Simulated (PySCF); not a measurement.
# How methods differ on the ionisation energy of Hg⁴⁶⁺

Hg⁴⁶⁺ [Ar] 3d10 4s2 4p4 (3P) → Hg⁴⁷⁺ [Ar] 3d10 4s2 4p3 (4S), as a difference of total energies. All numbers are calculated (PySCF 2.14, the spin-free X2C one-electron Hamiltonian (Gaussian nucleus), in an even-tempered Gaussian basis (18 s from 5.2 bohr⁻², ratio 2.5; 14 p from 6.7 bohr⁻², ratio 2.5; 8 d from 12 bohr⁻², ratio 2.5; 4 f from 36 bohr⁻², ratio 2.7; 4 g from 54 bohr⁻², ratio 2.7)). Correlated levels: outer shells: [Ne] frozen; virtual orbitals above 40 to 60 times the deepest correlated orbital energy dropped. The calculations carry no spin-orbit coupling.

Q: Order these methods by the ionisation energy they give, lowest first.
A. LDA
B. UHF
C. TPSS
D. MP2 (outer shells)

A: B (2511.4 eV), D (2512.9 eV), C (2514.1 eV), A (2515.2 eV).

Spin-orbit coupling is strong in these open shells (close to jj coupling). The scalar numbers leave it out and a first-order estimate fails, so it can dominate the gap to the real levels.

Breit and QED terms and the two-electron picture change are absent.

For comparison: 2478 ± 4 eV (theoretical estimate listed by NIST; NIST Atomic Spectra Database, ionization energies).
